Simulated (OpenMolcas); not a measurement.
# As II: effect of the basis set

```
Program             : OpenMolcas 26.06
Method              : RASSCF
Active space        : 4 electrons in 9 orbitals (RAS2 4s 4p; RAS3 4d, at most 2 electrons)
State averaging     : 2S+1 = 3 even, 6 roots; 2S+1 = 1 even, 6 roots; 2S+1 = 5 odd, 1 root; 2S+1 = 3 odd, 8 roots; 2S+1 = 1 odd, 8 roots
Spin-orbit coupling : state interaction with AMFI integrals over the reference wave functions, term energies averaged over their components
```

A. ANO-RCC-VTZP [6s5p3d1f], DKH2, point nucleus; cost of the order of 30 core-seconds
B. ANO-RCC-VQZP [7s6p4d2f1g], DKH2, point nucleus; cost about 22 core-seconds
C. ANO-RCC [9s8p6d4f2g], DKH2, point nucleus; cost roughly 40 core-seconds

Energies in cm-1 above 4s2 4p2 3P0, the measured ground level; measured values from NIST Handbook of Basic Atomic Spectroscopic Data.

```json
{"Level": "4s2 4p2 3P0", "A": "0.0", "B": "0.0", "C": "0.0", "Measured": "0.0"}
{"Level": "4s2 4p2 3P1", "A": "946", "B": "935", "C": "949", "Measured": "1063"}
{"Level": "4s2 4p2 3P2", "A": "2313", "B": "2271", "C": "2295", "Measured": "2541"}
{"Level": "4s2 4p2 1D2", "A": "10062", "B": "9428", "C": "9293", "Measured": "10096"}
{"Level": "4s2 4p2 1S0", "A": "23551", "B": "22937", "C": "22801", "Measured": "22599"}
{"Level": "4s 4p3 5S* 2", "A": "46517", "B": "45732", "C": "45590", "Measured": "54817"}
{"Level": "4s 4p3 3D* 1", "A": "70246", "B": "69511", "C": "69363", "Measured": "73750"}
{"Level": "4s 4p3 3D* 2", "A": "70296", "B": "69560", "C": "69411", "Measured": "73862"}
{"Level": "4s 4p3 3D* 3", "A": "70525", "B": "69792", "C": "69647", "Measured": "74244"}
{"Level": "4s 4p3 3P* 2", "A": "82499", "B": "81523", "C": "81375", "Measured": ""}
{"Level": "4s 4p3 3P* 0", "A": "82757", "B": "81943", "C": "81791", "Measured": ""}
{"Level": "4s 4p3 3P* 1", "A": "82762", "B": "81939", "C": "81786", "Measured": ""}
```

Deviations, from unrounded energies. A percentage is the sum of absolute deviations over the sum of measured energies, with the sign that they share, or ± where signs differ.

| Against measurement | Levels | A | B | C |
| --- | --- | --- | --- | --- |
| mean absolute deviation (cm-1) | 8 | 2600 | 2900 | 3000 |
| fine structure of the ground term (%) | 2 | -9.6 | -11.1 | -10.0 |
| other terms of the ground configuration (%) | 2 | ±3.0 | ±3.1 | ±3.1 |
| other configurations (%) | 4 | -6.9 | -8.0 | -8.2 |

A lies closest to measurement on these levels and C furthest from it. The largest miss of A in the table is 4s 4p3 5S* 2, by -8300 cm-1. The ranking rests on the paired levels alone, and a cruder setting can come out closer through cancelling errors.

Among A to C the level of the table that moves most is 4s 4p3 3P* 2, by 1100 cm-1 (lowest in C, highest in A).

Without dynamic correlation excited terms often stand tens of per cent too high (terms of higher spin than the ground term too low), and those without a measured partner can miss by more than the paired ones. The run also gave levels led by 4s 4p2 4d, 4s2 4p 4d, which use shells meant for correlation; these and all levels above them are left out. Some terms mix strongly with configurations of 4d, whose occupation reaches 0.27 (4s 4p3 3D*, 4s 4p3 3P*) (figures for A; the like holds for B, C). Measured partners are found by configuration, term and J. A level has none where our copy of the source lacks it or the pairing is in doubt (some pairs that miss far off the trend of their configuration count as doubtful), and it then counts in no deviation. Only configurations of the active space appear. The table leaves out levels that lie high or whose names do not pair safely across all columns.

* marks odd parity.
